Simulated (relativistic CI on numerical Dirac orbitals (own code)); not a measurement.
## Energy levels of Lu LXII

These numbers are calculated, not measured: Dirac-Coulomb-Breit CI, separate exchange-only KLI orbitals for each configuration, model QED (radiative potential, 1s self-energy scaled to tabulated hydrogen-like ionisation energies), unscaled Slater integrals (own radial code, finite nucleus).

Configuration list (outside the closed core 1s2): 2s²2p⁶, 2s²2p⁵3s, 2s²2p⁵3p, 2s²2p⁵3d, 2s2p⁶3s, 2s2p⁶3p, 2s2p⁶3d, 2s²2p⁵4s, 2s²2p⁵4p, 2s²2p⁵4d, 2s²2p⁵4f, 2s²2p⁴3s², 2s2p⁶4s, 2s²2p⁴3s3p, 2s2p⁶4p, 2s²2p⁵5s, 2s²2p⁵5p, 2s2p⁶4d, 2s²2p⁴3s3d, 2s²2p⁵5d, 2s2p⁶4f, 2s²2p⁵5f, 2s²2p⁴3p², 2s²2p⁵5g, 2s²2p⁴3p3d, 2s2p⁵3s², 2s²2p⁴3d², 2s2p⁵3s3p, 2s2p⁵3s3d, 2s2p⁵3p², 2s2p⁶5s, 2s2p⁶5p, 2s2p⁵3p3d, 2s2p⁶5d, 2s2p⁶5f, 2s2p⁶5g. Levels of other configurations are missing.

| No. | Configuration | Term | J | E (eV) | % | Lifetime (s) | jj configuration (%) |
| --- | --- | --- | --- | --- | --- | --- | --- |
| 1 | 2s²2p⁶ | ¹S | 0 | 0.0 | 100 |  | closed (100) |
| 2 | 2s²2p⁵3s | ³P° | 2 | 7607.8 | 100 | 3.46e-10 | 2p3/2^3 3s (100) |
| 3 | 2s²2p⁵3s | ¹P° | 1 | 7615.9 | 66 | 7.87e-15 | 2p3/2^3 3s (100) |
| 4 | 2s²2p⁵3p | ³P | 1 | 7747.4 | 49 | 2.01e-11 | 2p3/2^3 3p1/2 (100) |
| 5 | 2s²2p⁵3p | ³D | 2 | 7749.3 | 50 | 1.35e-12 | 2p3/2^3 3p1/2 (100) |
| 6 | 2s²2p⁵3p | ³D | 3 | 8059.4 | 100 | 8.76e-13 | 2p3/2^3 3p3/2 (100) |
| 7 | 2s²2p⁵3p | ¹P | 1 | 8059.7 | 56 | 9.26e-13 | 2p3/2^3 3p3/2 (100) |
| 8 | 2s²2p⁵3p | ³P | 2 | 8071.7 | 67 | 5.22e-13 | 2p3/2^3 3p3/2 (100) |
| 9 | 2s²2p⁵3p | ¹S | 0 | 8125.4 | 62 | 5.78e-13 | 2p3/2^3 3p3/2 (100) |
| 10 | 2s²2p⁵3d | ³P° | 0 | 8210.5 | 100 | 1.16e-12 | 2p3/2^3 3d3/2 (100) |
| 11 | 2s²2p⁵3d | ³P° | 1 | 8220.0 | 67 | 1.75e-14 | 2p3/2^3 3d3/2 (97) |
| 12 | 2s²2p⁵3d | ³F° | 3 | 8221.3 | 54 | 1.10e-12 | 2p3/2^3 3d3/2 (100) |
| 13 | 2s²2p⁵3d | ³D° | 2 | 8228.8 | 55 | 1.04e-12 | 2p3/2^3 3d3/2 (100) |
| 14 | 2s²2p⁵3d | ³F° | 4 | 8289.6 | 100 | 7.75e-12 | 2p3/2^3 3d5/2 (100) |
| 15 | 2s²2p⁵3d | ¹D° | 2 | 8296.3 | 49 | 4.56e-12 | 2p3/2^3 3d5/2 (100) |
| 16 | 2s²2p⁵3d | ³D° | 3 | 8305.9 | 71 | 7.05e-12 | 2p3/2^3 3d5/2 (100) |
| 17 | 2s²2p⁵3d | ¹P° | 1 | 8334.1 | 63 | 4.28e-16 | 2p3/2^3 3d5/2 (97) |
| 18 | 2s²2p⁵3s | ³P° | 0 | 8754.6 | 100 | 5.27e-11 | 2p1/2 2p3/2^4 3s (100) |
| 19 | 2s²2p⁵3s | ³P° | 1 | 8757.9 | 66 | 3.25e-14 | 2p1/2 2p3/2^4 3s (100) |
| 20 | 2s²2p⁵3p | ³D | 1 | 8890.8 | 74 | 2.04e-11 | 2p1/2 2p3/2^4 3p1/2 (100) |
| 21 | 2s²2p⁵3p | ³P | 0 | 8936.5 | 62 | 3.97e-12 | 2p1/2 2p3/2^4 3p1/2 (100) |
| 22 | 2s2p⁶3s | ³S | 1 | 9189.4 | 49 | 1.24e-13 | 2p1/2 2p3/2^4 3p3/2 (51) |
| 23 | 2s²2p⁵3p | ³D | 2 | 9210.4 | 50 | 4.99e-13 | 2p1/2 2p3/2^4 3p3/2 (100) |
| 24 | 2s2p⁶3s | ³S | 1 | 9230.4 | 51 | 1.06e-13 | 2s 3s (51) |
| 25 | 2s2p⁶3s | ¹S | 0 | 9242.0 | 100 | 6.84e-14 | 2s 3s (100) |
| 26 | 2s2p⁶3p | ³P° | 1 | 9348.8 | 61 | 1.22e-15 | 2s 3p1/2 (90) |
| 27 | 2s2p⁶3p | ³P° | 0 | 9352.5 | 100 | 6.35e-14 | 2s 3p1/2 (100) |
| 28 | 2s²2p⁵3d | ³F° | 2 | 9367.5 | 74 | 1.05e-12 | 2p1/2 2p3/2^4 3d3/2 (100) |
| 29 | 2s²2p⁵3d | ³D° | 1 | 9395.3 | 44 | 1.03e-15 | 2p1/2 2p3/2^4 3d3/2 (90) |
| 30 | 2s²2p⁵3d | ³P° | 2 | 9442.1 | 47 | 4.45e-12 | 2p1/2 2p3/2^4 3d5/2 (100) |
| 31 | 2s²2p⁵3d | ³F° | 3 | 9445.5 | 44 | 6.59e-12 | 2p1/2 2p3/2^4 3d5/2 (100) |
| 32 | 2s2p⁶3p | ³P° | 2 | 9666.4 | 100 | 5.90e-14 | 2s 3p3/2 (100) |
| 33 | 2s2p⁶3p | ¹P° | 1 | 9672.1 | 68 | 2.52e-15 | 2s 3p3/2 (100) |
| 34 | 2s2p⁶3d | ³D | 1 | 9822.5 | 100 | 6.49e-14 | 2s 3d3/2 (100) |
| 35 | 2s2p⁶3d | ³D | 2 | 9827.7 | 72 | 5.01e-14 | 2s 3d3/2 (98) |
| 36 | 2s2p⁶3d | ³D | 3 | 9894.6 | 100 | 6.42e-14 | 2s 3d5/2 (100) |
| 37 | 2s2p⁶3d | ¹D | 2 | 9909.5 | 72 | 4.16e-14 | 2s 3d5/2 (98) |
| 38 | 2s²2p⁵4s | ³P° | 2 | 10617.5 | 100 | 1.84e-14 | 2p3/2^3 4s (100) |
| 39 | 2s²2p⁵4s | ¹P° | 1 | 10620.2 | 67 | 1.01e-14 | 2p3/2^3 4s (100) |
| 40 | 2s²2p⁵4p | ³P | 1 | 10675.2 | 50 | 1.49e-14 | 2p3/2^3 4p1/2 (100) |
| 41 | 2s²2p⁵4p | ³D | 2 | 10675.7 | 50 | 1.48e-14 | 2p3/2^3 4p1/2 (100) |
| 42 | 2s²2p⁵4p | ³D | 3 | 10803.2 | 100 | 2.26e-14 | 2p3/2^3 4p3/2 (100) |
| 43 | 2s²2p⁵4p | ¹P | 1 | 10803.5 | 57 | 2.25e-14 | 2p3/2^3 4p3/2 (100) |
| 44 | 2s²2p⁵4p | ³P | 2 | 10807.8 | 67 | 2.28e-14 | 2p3/2^3 4p3/2 (100) |
| 45 | 2s²2p⁵4p | ¹S | 0 | 10825.9 | 65 | 2.37e-14 | 2p3/2^3 4p3/2 (100) |

Energies count from the lowest computed level; ° marks odd parity; lifetimes are radiative, by E1, M1, E2, M2 decay to levels of this space only. Filled j subshells are mostly left out of the jj labels.

The mean weight of the leading LS term, summed over parents, in these 45 levels is 71 %, and that of the leading jj configuration (from the same eigenvectors) 97 %, so jj coupling describes them better and the LS labels are nominal.

At this charge energies of transitions that change n are usually good to better than 1 %, and those within a shell (Δn = 0) to a few per cent.

LS names give the leading component of a level, which can be under half, so a name can repeat, a term be missing and a line seem to break the LS rules.
